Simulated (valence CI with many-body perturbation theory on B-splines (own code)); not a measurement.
Nd54+ in brief

Calculated by relativistic CI+MBPT: four valence electrons over a frozen Dirac-Fock core [He], radial functions for each j: 11 s, 11 p, 10 d, 8 f, 5 g, 2 h, with the one-electron correlation potential Σ1, the two-electron term Σ2, the three-electron term Σ3, Breit, model QED; selected CI, second order for the rest, scaled by the run's own slope (own B-spline code, finite nucleus).

The last digits are not significant, and no measured levels were compared; by estimate large intervals hold to a few tenths of a per cent, small ones and those within an open d or f shell to about a per cent. Among the levels kept, up to 910 cm⁻¹ of a level comes from second order outside the variational space, and about a tenth of that is noise between levels of different J, which matters for small intervals.

Levels are named by their leading jj configuration (3d3/2^4 stands for four electrons in 3d with j = 3/2), which in mixed levels can hold well under half, so a name can repeat and another be missing.

Rates and lifetimes use the calculated energies. Strong lines usually hold to 10 to 20 %, long lifetimes can be off by a factor of two.

**Question.** What is the ground level?

**Answer.** (2s^2 2p1/2^2) J=0, composition 70 % 2s2 2p2 3P + 30 % 2s2 2p2 1S.

**Question.** How well does LS coupling describe the low levels?

**Answer.** Among the lowest 20 levels the leading LS term, summed over configurations, holds 67 % on average. For single configurations the figures are 66 % in LS and 99 % in jj coupling. Terms mix most in the J = 1 level at 60.58 Ry, where the leading one holds 34 %.

**Question.** Where does the other parity begin?

**Answer.** At (2s 2p1/2^2 2p3/2) J=2, 55.56 Ry.

**Question.** What is the ionisation energy?

**Answer.** 11385 eV; NIST lists 11384 ± 5 eV (theoretical).

**Question.** Name the longest-lived excited levels whose lifetime is computed, and their main decay.

**Answer.** (2s^2 2p1/2 2p3/2) J=2 at 40.81 Ry lives 467 ns, mostly by E2 to (2s^2 2p1/2^2) J=0; (2s^2 2p1/2 2p3/2) J=1 at 39.57 Ry lives 999 ps, mostly by M1 to (2s^2 2p1/2^2) J=0.

**Question.** Among levels below 609.18 Ry, which E1 lines absorb most strongly from the ground level?

**Answer.** to (2s^2 2p1/2 3d3/2) J=1 at 0.1845 nm, f = 0.983; to (2s 2p1/2^2 3p1/2) J=1 at 0.1859 nm, f = 0.487; to (2s 2p1/2^2 3p3/2) J=1 at 0.1811 nm, f = 0.352.
